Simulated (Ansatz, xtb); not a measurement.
## C7H6BP: 10 structures ranked

10 gas-phase structures of C7H6BP, from a drawn sample of its isomers (lower ones may exist). Each was relaxed with GFN2-xTB:

A. `BC1=C(C#C)C=PC=C1`, a singlet
B. `BC1=CC=CP=C1C#C`, a singlet
C. `BC1=PC=CC(C#C)=C1`, a singlet
D. `BC1=CP=C(C#C)C=C1`, a singlet
E. `BC1=CC(C#C)=CP=C1`, a singlet
F. `BC1=PC=C(C#C)C=C1`, a singlet
G. `BC1=PC(C#C)=CC=C1`, a singlet
H. `BC1=C(C#C)C=CP=C1`, a singlet
I. `BC1=PC=CC=C1C#C`, a singlet
J. `BC1=CC(C#C)=PC=C1`, a singlet

Task: Which do you expect lowest at r2SCAN-D4/def2-SVP, and how would the others follow?

Result: Calculated order at r2SCAN-D4/def2-SVP: G (0.0), C (0.4), F (0.6), J (1.3), D (1.8), I (2.2), A (3.3), B (3.5), E (3.7), H (3.8) kcal/mol. Less than 1 kcal/mol parts G and C; C and F; F and J; J and D; D and I; A and B; B and E; E and H, so the order within those pairs means little.

Energies above the lowest of each column, in kcal/mol; the last columns are at B3LYP/def2-SVP geometries and were run for some of them only (a dash: not run or not comparable):

| structure | GFN2-xTB | HF/STO-3G | r2SCAN-D4/def2-SVP | B3LYP/def2-SVP | CCSD(T)/def2-SVP + ΔMP2/def2-TZVPP |
| --- | --- | --- | --- | --- | --- |
| G | 0.6 | 0.8 | 0.0 | 0.0 | 0.1 |
| C | 0.4 | 1.6 | 0.4 | 0.3 | 0.0 |
| F | 0.3 | 2.5 | 0.6 | 0.6 | 0.3 |
| J | 0.0 | 0.0 | 1.3 | 1.0 | 1.2 |
| D | 0.7 | 2.0 | 1.8 | 1.9 | 2.2 |
| I | 1.3 | 4.3 | 2.2 | 2.6 | 1.7 |
| A | 0.3 | 3.4 | 3.3 | – | – |
| B | 1.7 | 3.8 | 3.5 | – | – |
| E | 1.1 | 3.5 | 3.7 | – | – |
| H | 1.2 | 4.4 | 3.8 | – | – |

CCSD(T)/def2-SVP + ΔMP2/def2-TZVPP puts C lowest of those it was run on, with F and G within 1 kcal/mol; GFN2-xTB picks J, HF/STO-3G picks J. CCSD(T)/def2-SVP + ΔMP2/def2-TZVPP orders those it was run on as C (0.0), G (0.1), F (0.3), J (1.2), I (1.7), D (2.2) kcal/mol. Less than 1 kcal/mol parts C and G; G and F; F and J; J and I; I and D, so the order within those pairs means little. Flexible structures stand in one conformer each, not always the lowest. Frequencies (GFN2-xTB) were run for C, D, F, G, I, J alone. ΔMP2 is the change of the MP2 energy from the smaller to the larger basis.

Over these structures GFN2-xTB departs from r2SCAN-D4/def2-SVP by 1.0 kcal/mol on average once a common shift is removed. A GFN2-xTB relaxation took about 0.097 s and the r2SCAN-D4/def2-SVP energy about 5.1 s on a shared host (Ansatz 0.2.0, xtb 6.7.1).
